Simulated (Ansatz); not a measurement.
Problem. Predict a relaxed structure of the cluster AgTe2, charge 0, doublet, at PBE0-D4/def2-TZVP (Ansatz).

Solution. 
Cartesian coordinates in Å:
```
Ag 0.963 0.314 -1.197
Te -1.010 1.094 0.500
Te 0.047 -1.408 0.697
```
Point group C2v (tolerance 0.1 Å). The metal has 2 neighbours: Te 2.72 Å, Te 2.72 Å. This is one stationary point.

In the def2 sets Ag, Te take a core potential; there is no spin–orbit coupling. The relaxation made no stability test and no search for a lower SCF solution. The structure comes from a short search, and lower isomers may exist.
